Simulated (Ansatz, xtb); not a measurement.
# Isomers of CH2ClF3Si in order of energy

3 gas-phase structures of CH2ClF3Si, found in a search over its isomers (lower ones may exist). Each was relaxed with GFN2-xTB; where two conformers were screened, the lower at r2SCAN-D4/def2-SVP is listed:

A. `F[C@H](Cl)[SiH](F)F`, a singlet
B. `F[Si](F)(F)CCl`, a singlet
C. `FC[Si](F)(F)Cl`, a singlet

Question: Estimate their order in r2SCAN-D4/def2-SVP energy at these geometries, lowest first.

Answer: Calculated order at r2SCAN-D4/def2-SVP: B (0.0), C (18.1), A (54.0) kcal/mol.

Energies above the lowest of each column, in kcal/mol; the last columns are at PBE0-D3(BJ)/pcseg-1 geometries and were run for some of them only (a dash: not run or not comparable):

```tsv
structure	GFN2-xTB	HF/STO-3G	r2SCAN-D4/def2-SVP	PBE0-D3(BJ)/pcseg-1	CCSD(T)/def2-SVP + ΔMP2/def2-TZVPP
B	0.0	7.2	0.0	0.0	0.0
C	13.5	0.0	18.1	15.5	22.3
A	35.2	33.7	54.0	–	–
```

CCSD(T)/def2-SVP + ΔMP2/def2-TZVPP puts B lowest of those it was run on; HF/STO-3G picks C. Flexible structures stand in one conformer each, not always the lowest. Frequencies (PBE0-D3(BJ)/pcseg-1) were run for B, C alone. The ΔMP2 step shifts differences by up to 4.1 kcal/mol, which makes them less sure. ΔMP2 is the change of the MP2 energy from the smaller to the larger basis.

Programs: Ansatz 0.2.0, xtb 6.7.1.
